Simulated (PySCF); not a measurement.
**Gas-phase XPS of `CC(C)(C)Br`, computed**

Compound: C4H9Br.
Bonds: C1–C2, C2–C3, C2–C4, C2–Br5. Hydrogens: H6, H7, H8 on C1; H9, H10, H11 on C3; H12, H13, H14 on C4.

Theory: delta-SCF UKS SCAN, pcX-2 on the ionised atom, pcseg-1 elsewhere, spin-free X2C (PySCF). These are vertical core ionisation energies against the vacuum level, from separate self-consistent calculations with and without the core hole.

List the computed XPS lines with their assignment.

```tsv
atom(s)	bonded to	level	binding energy (eV)	above the level's lowest (eV)	count
C1/C3/C4	C and 3 H	C 1s	290.84	0.00	3
C2	Br and 3 C	C 1s	291.94	+1.10	1
```

The listed C 1s values span 1.10 eV, from C1/C3/C4 (bonded to C and 3 H) to C2 (bonded to Br and 3 C). Summing the Pauling electronegativity differences to the bonded atoms, each weighted by its formal bond order, gives -1.05 for the lowest site and +0.41 for the highest.

What is the longest wavelength that can ionise C 1s of C2 vertically?

λ = hc/E = 12398.42 eV Å / 291.94 eV = 42.469 Å.

The first atom of each set that the bonding makes equivalent was ionised and stands for the set. No level of bromine is listed. Isolated species at its PBE0-D3(BJ)/def2-SVP geometry, gas phase.

The run took 18 s on an Arm Neoverse V1 with one thread (shared host), and the process peaked at 0.53 GiB of memory.
